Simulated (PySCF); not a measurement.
PySCF input file for Mg(H)(OH) (H2MgO), SMILES [OH][MgH], B3LYP/pcSseg-2. The structure is a stationary point at B3LYP-D3(BJ)/def2-TZVPD.

```python
import numpy as np
from pyscf import gto, scf, dft
from pyscf.prop.nmr import rks as nmr

mol = gto.M(
    atom='''
    Mg    0.00000000    0.00000000   -0.68908242
    H     0.00000000    0.00000000   -2.37355659
    O     0.00000000    0.00000000    1.07698435
    H     0.00000000    0.00000000    2.02667083
    ''',
    basis='pcSseg-2',
    charge=0,
    spin=0,
    max_memory=1600,
    verbose=3,
)
mf = dft.RKS(mol, xc='b3lyp')
mf.grids.level = 3
mf.conv_tol = 1e-10
mf.max_cycle = 100
mf.kernel()
n = nmr.NMR(mf)
n.verbose = 2
n.max_cycle_cphf = 60
sigma = n.kernel()
print('atom   isotropic/ppm   span/ppm')
for i, s in enumerate(sigma):
    w = np.linalg.eigvalsh((s + s.T) / 2)
    print(f'{mol.atom_symbol(i):2s}{i + 1:3d} {w.mean():14.3f} {w[2] - w[0]:11.3f}')
```

It prints:

```
converged SCF energy = -276.598519520055
atom   isotropic/ppm   span/ppm
Mg  1        522.627     281.660
H   2         27.185       7.000
O   3        339.941     113.707
H   4         31.320      24.653
```

The calculation finished and met its thresholds.

Cost: about 7 core-seconds (a rough figure).
